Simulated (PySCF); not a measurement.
# Frontier levels across methods

Species: C6H4F2.
Cartesian coordinates in Å at the PBE0-D3(BJ)/def2-SVP level; atoms count from 1:
```
atom  x, y, z in Å
F1    -2.7054   -0.3316   -0.2518
C2    -1.3888   -0.1726   -0.1234
C3    -0.5715   -1.2950   -0.0536
C4     0.8048   -1.1272    0.0790
C5     1.3298    0.1586    0.1392
F6     2.6463    0.3186    0.2677
C7     0.5127    1.2811    0.0695
C8    -0.8636    1.1131   -0.0631
H9    -1.0205   -2.2883   -0.1040
H10    1.4785   -1.9838    0.1361
H11    0.9617    2.2744    0.1199
H12   -1.5372    1.9698   -0.1201
```

Basis pcSseg-1 throughout (PySCF), one geometry. Isolated species at its PBE0-D3(BJ)/def2-SVP geometry, gas phase.

Task: How do the orbital energies and the gap change with the method?

Result: 
```
   method                    kind  HOMO (eV)  LUMO (eV)  gap (eV)  SCF cycles
     OPBE                     GGA      -6.00      -1.61      4.40          15
     BP86                     GGA      -6.15      -1.82      4.33          14
     PBE0           global hybrid      -7.18      -0.87      6.31          13
CAM-B3LYP  range-separated hybrid      -8.40       0.23      8.62          13
  wB97X-D  range-separated hybrid      -8.97       0.85      9.82          13
       HF            Hartree–Fock      -9.40       2.64     12.04          10
  LC-wPBE  range-separated hybrid      -9.65       1.22     10.87          13
```

The HOMO spans 3.65 eV, from OPBE down to LC-wPBE, and the gap runs from 4.33 eV (BP86) to 12.04 eV (HF). Over the methods OPBE (0 %), BP86 (0 %), PBE0 (25 %), HF (100 %), a straight line through the gap against the share of exact exchange rises by 0.77 eV for each 10 % (correlation coefficient 1.000). The dipole is below 0.03 D at every level.

The vertical ΔSCF ionisation energy at B3LYP/def2-SVPD is 9.22 eV; −ε(HOMO) comes closest to it with HF (9.40 eV).
